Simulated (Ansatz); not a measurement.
Ansatz results at the PBE0-D4/def2-TZVP geometry: LUMO energy (PBE0/def2-TZVPP) 0.88 eV; HOMO–LUMO gap (ωB97M-V/def2-TZVPP) 12.08 eV; HOMO–LUMO gap (PBE0/def2-TZVPP) 8.28 eV.

Each molecule was computed in one conformer, which needn't be the lowest.

Question: Which molecule gave them?
A. `C[SiH2]NCO`
B. `CO[SiH](C)N`
C. `CO[SiH2]CN`
D. `C[SiH3]`

Answer: B. The others give `CO[SiH2]CN`: 0.78, 11.54, 7.68; `C[SiH2]NCO`: 0.72, 11.63, 7.79; `C[SiH3]`: 0.69, 13.64, 9.92.
